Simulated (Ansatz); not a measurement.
Dissociation curves of I2 (SMILES II)

The species is I2 (2 atoms), meant as a singlet with charge 0. As SMILES, `II`. The shape is that of a GFN2-xTB optimisation.

```xyz
2

I     0.0000    0.0000    0.0000
I     0.0000    0.0000    2.6650
```

The I1–I2 distance is scanned; the parts on either side stay rigid. Basis STO-3G, 36 core orbitals frozen in the correlated methods; program Ansatz 0.2.0. FCI is exact within this basis and core. Energies in eV from each method's value at 2.665 Å; methods without a U are spin-restricted. The shape above is that at 2.665 Å.

```tsv
distance (Å)	SVWN5	BLYP	B3LYP	BHLYP	BCCD(T)	CCSDT	CCSDT(Q)	FCI
2.656	0.01	0.02	0.02	0.01	0.01	0.01	0.01	0.01
2.665	0.00	0.00	0.00	0.00	0.00	0.00	0.00	0.00
3.320	1.20	0.81	1.09	1.44	0.97	0.97	0.97	0.97
3.331	1.24	0.84	1.12	1.48	1.00	1.00	1.00	1.00
3.984	2.82	2.25	2.72	3.37	1.81	1.81	1.81	1.81
3.998	2.84	2.27	2.75	3.40	1.81	1.81	1.81	1.81
5.311	3.71	3.10	3.73	4.61	1.92	1.92	1.92	1.90
5.330	3.71	3.10	3.73	4.61	1.92	1.92	1.92	1.90
6.639	3.74	3.13	3.82	4.80	1.91	1.92	1.92	1.91
6.662	3.74	3.13	3.83	4.80	1.92	1.92	1.92	1.91
```

Departure from the FCI curve at its largest: SVWN5 +1.83 eV at 6.64 Å; BLYP +1.22 eV at 6.64 Å; B3LYP +1.92 eV at 6.66 Å; BHLYP +2.89 eV at 6.66 Å; BCCD(T) +0.02 eV at 5.31 Å; CCSDT +0.02 eV at 5.31 Å; CCSDT(Q) +0.02 eV at 5.31 Å. Restricted functionals keep the electrons paired too, and rise too high.
